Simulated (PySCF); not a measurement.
CH5FO2Sn (SMILES [CH3][Sn]([OH])([OH])[F]), singlet, at a GFN2-xTB geometry (such geometries of metal compounds can be far from the true shape) (core potentials on Sn).

The PySCF input:
```python
from pyscf import gto, scf, dft

mol = gto.M(
    atom='''
C     2.13852727   -0.29166009    0.31302236
Sn    0.03336112    0.00955563    0.03498547
O    -1.25251291   -0.94925754    1.14094799
O    -0.45501220    1.87817775    0.12239236
F    -0.56806576   -0.61741181   -1.73460912
H     2.29513180   -0.62087137    1.33390253
H     2.62964333    0.65662042    0.12935861
H     2.46989321   -1.04373896   -0.39407566
H    -1.72330992   -1.64476848    0.67967220
H    -1.39778558    2.05028185    0.12849378
''',
    basis='def2-svpd',
    ecp={'Sn': 'def2-svpd'},
    verbose=4,
    max_memory=1800,
)

mf = dft.RKS(mol)
mf.xc = 'pbe'
mf = mf.density_fit(auxbasis='def2-universal-jkfit')
mf.kernel()
```

Question: What does this run give for the HOMO energy, total energy, Mulliken (on the basis functions themselves) charges in atom order?

Answer: 
```yaml
HOMO energy: -7.27 eV
total_energy: -505.259532 Ha
Mulliken (on the basis functions themselves) charges in atom order: C1 0.16, Sn2 1.89, O3 -0.81, O4 -0.77, F5 -0.68, H6 -0.04, H7 -0.03, H8 -0.04, H9 0.17, H10 0.15
```
